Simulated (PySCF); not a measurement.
Bond curve of BiSb

Set-up: basis Bi def2-SVP with ECP60, Sb def2-SVP with ECP28; scalar-relativistic core potentials; PySCF 2.14. Energies in eV from Bi + Sb in their ground configurations at the same level. All curves are PBE0. state 1: ¹Σ⁺ (singlet), closed shell; state 2: triplet, unpaired electrons π ↑↑, a mixture of terms (⟨Lz²⟩ = 2.0), a second solution, started from another occupation; state 3: ⁵Σ⁺ (quintet), unpaired electrons π ↑↑↑↑, a second solution, started from another occupation; state 4: triplet, unpaired electrons π ↑↑, a mixture of terms (⟨Lz²⟩ = 2.0), a second solution, started from another occupation.

```tsv
R (Å)	state 1	state 2	state 3	state 4
2.226	-0.823	1.723	4.0583	2.2599
2.329	-1.731	0.417	2.3422	0.9482
2.433	-2.195	-0.412	1.1373	0.1144
2.510	-2.334	-0.804	0.4855	-0.2805
2.588	-2.344	-1.046	0.0018	-0.5257
2.666	-2.290	-1.173	-0.3489	-0.6555
2.769	-2.163	-1.208	-0.6565	-0.6939
2.899	-1.951	-1.101	-0.8504	-0.5904
3.054	-1.663	-0.835	-0.8942	-0.3302
3.261	-1.277	-0.364	-0.7612	0.1418
```

Q: Put a parabola through the three lowest points of the state 2 curve and estimate Re, k and ωe (reduced mass 76.59 u; 1 eV/Å² = 0.16022 mdyn/Å; ωe = 1302.8·√(k/μ) cm⁻¹).

A: Through R = 2.666, 2.769, 2.899 Å the second-order coefficient is 4.99 eV/Å², so Re ≈ 2.752 Å, k ≈ 1.60 mdyn/Å and ωe ≈ 188 cm⁻¹. A polynomial fit of higher order to the unrounded PBE0 energies gives Re = 2.745 Å, k = 1.78 mdyn/Å, ωe = 199 cm⁻¹; anharmonicity and rounding make the difference.

The higher-order fit for each curve: state 2: Re = 2.745 Å, ωe = 199 cm⁻¹, minimum 1.21 eV below the ground-state fragments; state 3: Re = 3.017 Å, ωe = 145 cm⁻¹, minimum 0.90 eV below the ground-state fragments; state 4: Re = 2.747 Å, ωe = 198 cm⁻¹, minimum 0.70 eV below the ground-state fragments. State 1 gave no clean fit.

Closed-shell solutions of metal pairs were not tested for spin polarisation, which can lower them a little. ⟨S²⟩ of the unrestricted solution departs from its pure value on part of the curve, where spin states mix. Spin–orbit coupling is left out, which matters for elements this heavy, above all for dissociation energies.
